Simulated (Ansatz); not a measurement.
Geometry optimisation, RKS B3LYP-D4/cc-pVDZ in Ansatz.

input.yaml

```yaml
crystal:
  periodic: [false, false, false]
  atoms:
    - { symbol: C, position_ang: [0.043, 1.005, -1.3461] }
    - { symbol: S, position_ang: [1.3466, 0.5923, -0.2349] }
    - { symbol: Al, position_ang: [0.1612, -1.0691, 0.7839] }
    - { symbol: O, position_ang: [-0.7488, -0.6876, 2.2748] }
    - { symbol: H, position_ang: [-0.2716, 0.1806, -2.0215] }
    - { symbol: H, position_ang: [-0.8926, 1.3932, -0.7773] }
    - { symbol: H, position_ang: [0.3539, 1.891, -1.999] }
    - { symbol: H, position_ang: [0.2972, -2.5432, 0.2198] }
    - { symbol: H, position_ang: [-0.2004, -0.8086, 3.0833] }
basis:
  gaussian: { orbitals: cc-pVDZ }
hamiltonian:
  xc: b3lyp
  dispersion: d4
relax:
  f_tol: 0.015
  max_steps: 40
```

Launched with:

```bash
$ ansatz run input.yaml --threads 1 --pin off --max-ram 2048MiB --backend cpu --events-out ev --progress --plain --runs-dir out
```

Question: Where does it end, and by what steps?

Answer: It converged. The force dipped under the threshold on the way, but the program's further checks kept it going. After 26 steps the energy has fallen by 0.769 eV; S2 moved furthest, 1.43 Å.

```tsv
step	energy less start (eV)	largest force component (eV/Å)	accepted
0	0.0000	2.550	yes
1	-0.1897	1.387	yes
2	-0.2458	1.696	yes
3	-0.2763	1.965	yes
4	-0.5101	0.558	yes
5	-0.5249	0.647	yes
6	-0.5543	0.375	yes
7	-0.5574	0.674	yes
8	-0.5990	0.411	yes
9	-0.6105	0.989	yes
10	-0.6275	1.036	yes
11	-0.7180	0.282	yes
12	-0.7480	0.134	yes
13	-0.7602	0.163	yes
14	-0.7625	0.150	yes
15	-0.7657	0.060	yes
16	-0.7668	0.023	yes
17	-0.7659	0.195	no
18	-0.7661	0.109	no
19	-0.7673	0.008	yes
20	-0.7665	0.131	no
21	-0.7677	0.041	yes
22	-0.7680	0.053	yes
23	-0.7684	0.035	yes
24	-0.7686	0.002	yes
25	-0.7687	0.008	yes
26	-0.7687	0.015	yes
```

```xyz
9
Properties=species:S:1:pos:R:3
C -0.018 1.021 -1.491
S 0.170 1.164 0.347
Al -0.005 -0.949 0.936
O 0.098 -1.420 2.593
H -0.156 -0.024 -1.808
H -0.892 1.611 -1.801
H 0.886 1.425 -1.967
H -0.227 -2.079 -0.142
H 0.233 -0.795 3.316
```

Whether the end is a true minimum wasn't checked by a vibrational analysis.

The run took 110 s on 1 thread of Arm Neoverse V2, on a shared host, peak memory 0.17 GiB.
